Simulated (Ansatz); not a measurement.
A calculation with Ansatz (development build ahead of 0.2.0).

```yaml
crystal:
  periodic: [false, false, false]
  atoms:
    - { symbol: Co, position_ang: [0.0, 0.0, 0.0] }
    - { symbol: Cl, position_ang: [0.0, 0.0, 3.0984] }
basis:
  gaussian: { orbitals: pcseg-2 }
magnetization:
  spin_polarized: true
  initial_magnetization: 2
hamiltonian:
  xc: pbe0
```

The input is written out in the form of the current development build from the run's settings.

Results

* Converged: yes
* Total energy: -1842.58862 hartree
* Spin squared of the determinant: 2.039
* Stability test: minimum

Caution: other spin multiplicities were not run.
